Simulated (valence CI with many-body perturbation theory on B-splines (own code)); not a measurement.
# Sensitivity of CI+MBPT for Mn⁴⁺

Computed by valence CI with perturbative core correlation (CI+MBPT): three valence electrons over a frozen Dirac-Fock core [Ar], radial functions for each j: 6 s, 6 p, 5 d, 5 f, 1 g, with the one-electron correlation potential Σ1 (screened to all orders), the two-electron term Σ2, the three-electron term Σ3, Breit, model QED; selected single and double excitations, second order for the rest, scaled by the run's own slope (own B-spline code, finite nucleus).

Set against measurement, 24 paired levels are off by 991 cm⁻¹ on average, the worst by 1917. Only levels of the ground parity were solved; by the run's estimate the other parity begins above the list, which can be wrong where configurations are misplaced.

The reference run has the lowest level 3d³ ⁴F_3/2 and an ionisation energy of 71.9477 eV. Its largest variational space holds 4843 state functions.

Names give the largest LS component (configuration and term), which can be under half, so a name can repeat, a term be missing and a line seem to break the LS rules; names also repeat where a configuration has a term twice.

Changed runs:
A. Davidson tolerance 2e-05 → 0.0003
B. selection threshold (hartree) 2e-08 → 1e-06
C. averaging of valence orbitals over low configurations on → off
D. correlating orbitals by l 3 3 3 3 1 → 0 0 0 0 0 (bad on purpose)

Excitation energies of the reference run in cm⁻¹, and shifts in cm⁻¹:

```tsv
Level	Reference	A	B	C	D
3d³ ⁴F_5/2	352	0	0	+0.1	+0.4
3d³ ⁴F_7/2	823	0	0	+0.3	+2.5
3d³ ⁴F_9/2	1396	0	0	+0.2	+6.9
3d³ ⁴P_1/2	17236	0	0	-64	+1038
3d³ ⁴P_3/2	17397	0	0	-65	+1050
3d³ ²G_7/2	17818	0	0	-72	+1451
3d³ ⁴P_5/2	17843	0	0	-63	+1039
3d³ ²G_9/2	18314	0	+0.1	-72	+1451
3d³ ²P_3/2	23920	0	+0.1	-190	+2438
3d³ ²P_1/2	24090	0	+0.1	-247	+2331
3d³ ²H_9/2	24362	0	0	-121	+1489
3d³ ²H_11/2	24716	0	-0.1	-122	+1489
Ionisation energy (eV)	71.9477	0	-3.3e-05	+0.0042	+0.2323
```

No effect on these energies: A.
